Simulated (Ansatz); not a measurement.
Molecule: sum formula SiNH2F3, net charge 0, singlet state. SMILES: N[Si](F)(F)F
Coordinates optimised at B3LYP-D3(BJ)/def2-TZVP (Ansatz, a first-principles code):
```xyz
7

Si    -0.0079    -0.0020    -0.0019
F     -0.4568    -1.0187    -1.1308
F     -0.6660    -0.5298     1.3340
F     -0.6334     1.3917    -0.4052
N      1.6453     0.1665     0.2111
H      2.1931    -0.4923     0.7382
H      2.2061     0.7658    -0.3707
```

Cost against accuracy for the electronic atomisation energy, in kcal/mol, with Ansatz. The level to compare with is CCSD(T)/CBS(cc-pV(T+d)Z,cc-pV(Q+d)Z), which has limits of its own. With the core correlation from cc-pwCVTZ added it gives 715.9 kcal/mol. Valence correlation only, unless marked. UHF or UKS for open shells. No spin-orbit coupling. Non-relativistic. CBS marks a two-point X^-3 extrapolation of the correlation energy; Hartree-Fock from the larger set. [CCSD(T)-MP2]/basis is that difference in the basis named. Costs are ratios of core time on shared machines of one kind and are rough. The def2-TZVPD runs include forces, double hybrids apart; the rest are energies alone. Times hold the program's checks for lower states and leave out the atoms.

| level | cost over PBE |
|---|---|
| PBE0/def2-SVP | 0.3× |
| PBE/def2-TZVPD | 1× |
| CCSD(T)/6-31G* | 1× |
| RPA@PBE/cc-pV(T+d)Z | 2× |
| RI-MP2/cc-pV(Q+d)Z | 2× |
| PBE0/def2-QZVPP | 2× |
| CAM-B3LYP-D4/def2-TZVPD + dftd4 | 3× |
| B97M-V/def2-TZVPD | 4× |
| RI-MP2/aug-cc-pV(Q+d)Z | 4× |
| RPA@PBE/cc-pV(Q+d)Z | 7× |
| RI-MP2/CBS(aug-cc-pV(T+d)Z,aug-cc-pV(Q+d)Z) | 10× |
| CCSD(T)/cc-pV(T+d)Z | 30× |
| RI-MP2/CBS(aug-cc-pV(T+d)Z,aug-cc-pV(Q+d)Z)+[CCSD(T)-MP2]/aug-cc-pV(T+d)Z | 100× |

**Question.** Which is the cheapest level whose absolute difference stays within 1 kcal/mol?

**Answer.** RI-MP2/CBS(aug-cc-pV(T+d)Z,aug-cc-pV(Q+d)Z)+[CCSD(T)-MP2]/aug-cc-pV(T+d)Z at 100× PBE's cost, difference -0.5 kcal/mol. All differences: PBE0/def2-SVP -36.9, PBE/def2-TZVPD -3.5, CCSD(T)/6-31G* -74.7, RPA@PBE/cc-pV(T+d)Z -69.6, RI-MP2/cc-pV(Q+d)Z 16.3, PBE0/def2-QZVPP -17.9, CAM-B3LYP-D4/def2-TZVPD + dftd4 -4.2, B97M-V/def2-TZVPD -9.9, RI-MP2/aug-cc-pV(Q+d)Z 19.5, RPA@PBE/cc-pV(Q+d)Z -52.4, RI-MP2/CBS(aug-cc-pV(T+d)Z,aug-cc-pV(Q+d)Z) 26.8, CCSD(T)/cc-pV(T+d)Z -28.4, RI-MP2/CBS(aug-cc-pV(T+d)Z,aug-cc-pV(Q+d)Z)+[CCSD(T)-MP2]/aug-cc-pV(T+d)Z -0.5.
